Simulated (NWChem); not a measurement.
System: In, doublet

Parts of the log:

```
             Northwest Computational Chemistry Package (NWChem) 7.3.0
             --------------------------------------------------------

                             Geometry "geometry" -> ""
                             -------------------------

 Output coordinates in angstroms (scale by  1.889725989 to convert to a.u.)

  No.       Tag          Charge          X              Y              Z
 ---- ---------------- ---------- -------------- -------------- --------------
    1 In                  49.0000     0.00000000     0.00000000     0.00000000

 Effective nuclear repulsion energy (a.u.)       0.0000000000

 Summary of "ao basis" -> "ao basis" (spherical)
 ------------------------------------------------------------------------------
       Tag                 Description            Shells   Functions and Types
 ---------------- ------------------------------  ------  ---------------------
 In                        def2-qzvp                22       82   7s6p4d4f1g

            General Information
            -------------------
          SCF calculation type: DFT
          Wavefunction type:  spin polarized.
          No. of atoms     :     1
          No. of electrons :    21
           Alpha electrons :    11
            Beta electrons :    10
          Charge           :     0
          Spin multiplicity:     2
          Use of symmetry is: off; symmetry adaption is: off
          Maximum number of iterations: 150
          AO basis - number of functions:    82
                     number of shells:    22
          Convergence on energy requested:  1.00D-06
          Convergence on density requested:  1.00D-05
          Convergence on gradient requested:  5.00D-04

              XC Information
              --------------
                     Hartree-Fock (Exact) Exchange  1.000

      Superposition of Atomic Density Guess
      -------------------------------------

 Sum of atomic energies:        -218.06042525

      Non-variational initial energy
      ------------------------------

 Total energy =    -189.110162
 1-e energy   =    -334.844550
 2-e energy   =     145.734388
 HOMO         =      -0.010384
 LUMO         =      -0.010384

     ---------------------------------------------
      Total Density - Mulliken Population Analysis
     ---------------------------------------------

    Atom       Charge   Shell Charges
 -----------   ------   -------------------------------------------------------
    1 In  21    21.00   0.63  0.01  1.16  0.17  0.61  1.09  0.32  5.88  0.00  0.14  0.23  0.23  0.52  9.05  0.82  0.13  0.00  0.00  0.00 -0.00  0.00  0.00

     --------------------------------------------
      Spin Density - Mulliken Population Analysis
     --------------------------------------------

    Atom       Charge   Shell Charges
 -----------   ------   -------------------------------------------------------
    1 In  21     1.00   0.00  0.00  0.00  0.00 -0.00  0.00 -0.00  0.00  0.00  0.02  0.23  0.23  0.52 -0.00 -0.00 -0.00  0.00  0.00  0.00 -0.00  0.00  0.00

   convergence    iter        energy       DeltaE   RMS-Dens  Diis-err
 ---------------- ----- ----------------- --------- --------- ---------
 d= 0,ls=0.0,diis     1   -189.1966777805 -1.89D+02  3.07D-03  4.56D-03
                                                     9.10D-04  2.28D-03
 d= 0,ls=0.0,diis     2   -189.2069720396 -1.03D-02  1.38D-03  1.77D-03
                                                     2.19D-04  4.76D-04
 d= 0,ls=0.0,diis     3   -189.2095568411 -2.58D-03  1.23D-03  4.42D-04
                                                     2.49D-04  1.65D-04
 d= 0,ls=0.0,diis     4   -189.2105753051 -1.02D-03  3.52D-04  3.03D-05
                                                     1.97D-04  1.57D-05
 d= 0,ls=0.0,diis     5   -189.2106552763 -8.00D-05  5.34D-05  1.16D-06
                                                     7.87D-05  1.51D-06
  Resetting Diis
 d= 0,ls=0.0,diis     6   -189.2106589165 -3.64D-06  1.52D-05  8.28D-08
                                                     1.91D-05  6.78D-08
 d= 0,ls=0.0,diis     7   -189.2106591103 -1.94D-07  1.47D-06  2.89D-09
                                                     8.45D-07  1.04D-09

         Total DFT energy =     -189.210659110328
      One electron energy =     -334.828603128235
           Coulomb energy =      161.435822856812
    Exchange-Corr. energy =      -15.817878838906
 Nuclear repulsion energy =        0.000000000000

 Numeric. integr. density =        0.000000000000

                    DFT Final Alpha Molecular Orbital Analysis
                    ------------------------------------------

 Vector    9  Occ=1.000000D+00  E=-1.006177D+00
              MO Center=  3.1D-16, -4.1D-16, -4.6D-16, r^2= 4.6D-01
   Bfn.  Coefficient  Atom+Function         Bfn.  Coefficient  Atom+Function
  ----- ------------  ---------------      ----- ------------  ---------------
    29      0.666135  1 In d  1              30      0.508658  1 In d  2
    26     -0.290264  1 In d -2              27      0.176692  1 In d -1
    28     -0.104012  1 In d  0              34      0.093451  1 In d  1
    35      0.071359  1 In d  2              31     -0.040721  1 In d -2
    39      0.029864  1 In d  1

 Vector   10  Occ=1.000000D+00  E=-4.244166D-01
              MO Center= -6.1D-15, -9.2D-16,  9.9D-16, r^2= 2.4D+00
   Bfn.  Coefficient  Atom+Function         Bfn.  Coefficient  Atom+Function
  ----- ------------  ---------------      ----- ------------  ---------------
     6      0.618727  1 In s                  5      0.417350  1 In s
     3     -0.369441  1 In s                  7      0.193737  1 In s
     1     -0.125080  1 In s                  4     -0.116124  1 In s
     2     -0.037692  1 In s                 44      0.029233  1 In d  1

 Vector   11  Occ=1.000000D+00  E=-2.016116D-01
              MO Center=  3.1D-15, -3.0D-15, -2.4D-15, r^2= 4.5D+00
   Bfn.  Coefficient  Atom+Function         Bfn.  Coefficient  Atom+Function
  ----- ------------  ---------------      ----- ------------  ---------------
    20      0.417519  1 In px                17      0.320021  1 In px
    22     -0.254155  1 In pz                19     -0.194806  1 In pz
     8     -0.186157  1 In px                23      0.152781  1 In px
    10      0.113319  1 In pz                21     -0.110746  1 In py
    25     -0.093002  1 In pz                18     -0.084885  1 In py

 Vector   12  Occ=0.000000D+00  E= 1.046426D-02
              MO Center= -1.8D-12,  1.5D-13, -2.4D-12, r^2= 8.8D+00
   Bfn.  Coefficient  Atom+Function         Bfn.  Coefficient  Atom+Function
  ----- ------------  ---------------      ----- ------------  ---------------
    25      0.615223  1 In pz                23      0.323027  1 In px
    19      0.259608  1 In pz                24     -0.194068  1 In py
    17      0.136309  1 In px                10     -0.128425  1 In pz
    22      0.094398  1 In pz                18     -0.081892  1 In py
     8     -0.067430  1 In px                20      0.049564  1 In px

 Vector   13  Occ=0.000000D+00  E= 1.046426D-02
              MO Center=  3.2D-15,  5.4D-15, -4.4D-15, r^2= 8.8D+00
   Bfn.  Coefficient  Atom+Function         Bfn.  Coefficient  Atom+Function
  ----- ------------  ---------------      ----- ------------  ---------------
    24      0.676336  1 In py                18      0.285397  1 In py
    23      0.234361  1 In px                 9     -0.141182  1 In py
    21      0.103774  1 In py                17      0.098894  1 In px
    25      0.090293  1 In pz                 8     -0.048922  1 In px
    19      0.038101  1 In pz                20      0.035959  1 In px

 Vector   14  Occ=0.000000D+00  E= 9.262449D-02
              MO Center= -3.9D-14, -4.6D-14,  1.7D-14, r^2= 1.9D+01
   Bfn.  Coefficient  Atom+Function         Bfn.  Coefficient  Atom+Function
  ----- ------------  ---------------      ----- ------------  ---------------
    23      1.439092  1 In px                20     -1.245410  1 In px
    25     -0.876016  1 In pz                22      0.758116  1 In pz
    24     -0.381717  1 In py                21      0.330343  1 In py
    17      0.223734  1 In px                14     -0.150192  1 In px
    19     -0.136193  1 In pz                 8      0.095991  1 In px

                     DFT Final Beta Molecular Orbital Analysis
                     -----------------------------------------

 Vector    8  Occ=1.000000D+00  E=-1.005401D+00
              MO Center=  6.4D-16, -9.9D-17, -4.8D-16, r^2= 4.5D-01
   Bfn.  Coefficient  Atom+Function         Bfn.  Coefficient  Atom+Function
  ----- ------------  ---------------      ----- ------------  ---------------
    28      0.573622  1 In d  0              26      0.549819  1 In d -2
    29      0.422692  1 In d  1              27     -0.158190  1 In d -1
    33      0.078315  1 In d  0              31      0.075065  1 In d -2
    30     -0.067557  1 In d  2              34      0.057709  1 In d  1

 Vector    9  Occ=1.000000D+00  E=-1.002201D+00
              MO Center= -3.4D-16,  5.8D-17,  1.0D-16, r^2= 4.5D-01
   Bfn.  Coefficient  Atom+Function         Bfn.  Coefficient  Atom+Function
  ----- ------------  ---------------      ----- ------------  ---------------
    29      0.671093  1 In d  1              30      0.512443  1 In d  2
    26     -0.292424  1 In d -2              27      0.178007  1 In d -1
    28     -0.104786  1 In d  0              34      0.090495  1 In d  1
    35      0.069101  1 In d  2              31     -0.039432  1 In d -2

[...]

                         DFT ENERGY GRADIENTS

    atom               coordinates                        gradient
                 x          y          z           x          y          z
   1 In      0.000000   0.000000   0.000000    0.000000   0.000000   0.000000
```

Level: UHF/def2-QZVP with def2 effective core potentials on In. The open p shell is one determinant without spherical averaging. No stability test was run on the SCF state. def2 effective core potentials on In; no spin-orbit coupling.

Task: Write an input that gives this output.

Result: Several could match; the one computed here: the input that was run:
```
start job
memory heap 200 mb stack 900 mb global 1100 mb
geometry units angstroms noautoz
  In     0.000000     0.000000     0.000000
end
basis spherical
  * library def2-qzvp
end
ecp
  In library def2-ecp
end
dft
  odft
  mult 2
  xc hfexch
  iterations 150
  mulliken
end
task dft gradient
```
